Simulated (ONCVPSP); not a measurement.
## Reading a pseudo-wave (chromium (Cr))

Columns: radius, all-electron u(r) and pseudo u(r) of the 3d shell (level -3.13 eV) of chromium in the configuration [Ne] 3s2 3p6 3d5 4s1; LDA (Perdew-Zunger), scalar-relativistic, ONCV scheme, ONCVPSP 4.0.1.

```csv
r (bohr),all-electron,pseudo
0.088,0.0337,0.0032
0.175,0.1503,0.0238
0.262,0.3055,0.0751
0.350,0.4586,0.1643
0.438,0.5860,0.2876
0.525,0.6799,0.4315
0.612,0.7434,0.5800
0.700,0.7809,0.7164
0.788,0.7972,0.8234
0.875,0.7980,0.8910
0.962,0.7877,0.9183
1.050,0.7698,0.9085
1.138,0.7469,0.8698
1.225,0.7212,0.8144
1.312,0.6939,0.7536
1.400,0.6655,0.6963
1.487,0.6374,0.6493
1.575,0.6094,0.6121
1.662,0.5823,0.5825
1.750,0.5558,0.5558
1.838,0.5303,0.5303
1.925,0.5062,0.5062
2.012,0.4831,0.4831
2.100,0.4608,0.4608
2.188,0.4397,0.4397
2.275,0.4197,0.4197
```

Problem. How many radial nodes do the two functions have?

Solution. The all-electron 3d function has n − l − 1 = 0; the pseudo-wave has 0.

Problem. At about which radius was the pseudo-wave matched?

Solution. 1.75 bohr. The columns agree to 0.0005 from 1.66 bohr on; several derivatives are matched, so the curves merge somewhat inside the radius.

Problem. Where does each function peak?

Solution. Outermost all-electron maximum near 0.88 bohr, pseudo maximum near 0.96 bohr (to the table’s step).

Problem. Is the pseudo-wave norm-conserving?

Solution. Yes: the ONCV scheme keeps the norm inside the radius equal to the all-electron one, which fixes the energy derivative of the logarithmic derivative at the level.
